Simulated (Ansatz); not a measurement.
`[F][GeH]([F])[F]` + CH₃NH₂ → `C[NH][GeH]([F])[F]` + H–F at 400 K and 1 bar (ligand exchange at a Ge–F bond).

Calculated with Ansatz (gas phase, PBE0-D4/def2-TZVP geometries, no zero-point term in ΔE). CCSD(T)/CBS adds triple-zeta CCSD(T) − MP2 to the extrapolated MP2 energy (def2 sets, frozen cores). This one scheme is used for every species. For Ge outer-core shells are correlated without core-valence functions, which leaves a few kJ/mol of doubt a bond. Scalar relativity is left out up to krypton. One conformer a species, not always the lowest.

| species | CCSD(T)/CBS energy (Eh) | H − E (kJ/mol) | S (J/(mol·K)) |
| --- | --- | --- | --- |
| `[F][GeH]([F])[F]` | -2376.20168 | 62.9 | 317.0 |
| CH₃NH₂ | -95.75281 | 185.4 | 256.0 |
| `C[NH][GeH]([F])[F]` | -2371.54669 | 209.9 | 389.6 |
| H–F | -100.39570 | 36.5 | 182.2 |

H − E and S are ideal-gas, rigid-rotor, harmonic terms from PBE0-D4/def2-TZVP, for one conformer and one mirror image of each species. 1 Eh = 2625.50 kJ/mol, R = 8.31446 J/(mol·K).

Question: By hand: ΔE, ΔH, ΔS and ΔG.

Answer: ΔE = (-2371.54669) + (-100.39570) − (-2376.20168) − (-95.75281) = 0.01210 Eh = 31.8 kJ/mol. Δ(H − E) = 209.9 + 36.5 − 62.9 − 185.4 = -1.9, so ΔH = 29.9 kJ/mol. ΔS = 389.6 + 182.2 − 317.0 − 256.0 = -1.2 J/(mol·K). ΔG = 29.9 − 400 × (-1.2)/1000 = 30.4 kJ/mol.

Question: By hand: the equilibrium constant, and the temperature at which ΔG would vanish if ΔH and ΔS stayed fixed.

Answer: log₁₀ K = −ΔG/(RT ln 10) = -4.0. ΔH and −TΔS have one sign here, so there is no such temperature.

The number of gas molecules stays the same, so ΔS is small and ΔH decides. A doubt of 5 kJ/mol in ΔE shifts log₁₀ K by 0.7 here. Other conformers and mirror images would add mixing entropy, several J/(mol·K) or more a flexible species. These are equilibria of isolated gas molecules and say nothing of rates. Largest T1 diagnostic: 0.012 (customary marks: 0.02 for closed shells, 0.045 for open ones).

ΔS is within the doubt of such terms, so its sign, and with it that verdict, could turn.
